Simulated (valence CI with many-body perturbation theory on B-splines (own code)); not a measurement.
Missing levels of In¹⁷⁺

Computed by relativistic CI+MBPT: four valence electrons over a frozen Dirac-Fock core [Ar] 3d10, a basis of 11 s, 11 p, 9 d, 7 f, 5 g, 2 h, 1 i functions for each j, with the one-electron correlation potential Σ1, the two-electron term Σ2, the three-electron term Σ3, Breit, model QED; selected CI, second order for the rest (own B-spline code, finite nucleus).

No measured levels were compared; by estimate levels hold to about 250 cm⁻¹ or 0.2 % of their energy and the worst to 1 %, as in measured heavy ions of charge 2 to 7; those with d or f electrons hold less well.

| Level | E (eV) |
| --- | --- |
| (4s^2 4p1/2^2) J=0 | 0.000 |
| (4s^2 4p1/2 4p3/2) J=1 | ? |
| (4s^2 4p1/2 4p3/2) J=2 | ? |
| (4s^2 4p3/2^2) J=2 | ? |
| (4s^2 4p3/2^2) J=0 | 23.103 |
| (4s 4p1/2^2 4p3/2) J=2 | 44.695 |
| (4s 4p1/2^2 4p3/2) J=1 | 52.551 |
| (4s 4p1/2 4p3/2^2) J=2 [a] | ? |
| (4s 4p1/2 4p3/2^2) J=3 | 56.858 |
| (4s 4p1/2 4p3/2^2) J=0 | 61.176 |
| (4s 4p1/2 4p3/2^2) J=1 [a] | 62.268 |
| (4s 4p1/2 4p3/2^2) J=2 [b] | 63.071 |
| (4s 4p1/2 4p3/2^2) J=1 [b] | 68.560 |
| (4s 4p3/2^3) J=2 | 70.109 |
| (4s^2 4p1/2 4d3/2) J=2 | 77.092 |
| (4s 4p3/2^3) J=1 | 78.519 |
| (4s^2 4p1/2 4d5/2) J=3 | 80.675 |
| (4s^2 4p1/2 4d5/2) J=2 | 83.626 |
| (4s^2 4p1/2 4d3/2) J=1 | ? |
| (4s^2 4p3/2 4d5/2) J=4 | ? |

Levels are named by their leading jj configuration (3d3/2^4 stands for four electrons in 3d with j = 3/2), which in mixed levels can hold well under half, so a name can repeat and another be missing. Letters in brackets count levels of one name in rising energy.

Q: The levels stand in rising order. What does the calculation give for the missing energies?

A: (4s^2 4p1/2 4p3/2) J=1 7.281; (4s^2 4p1/2 4p3/2) J=2 9.234; (4s^2 4p3/2^2) J=2 18.094; (4s 4p1/2 4p3/2^2) J=2 [a] 54.182; (4s^2 4p1/2 4d3/2) J=1 84.868; (4s^2 4p3/2 4d5/2) J=4 87.114.
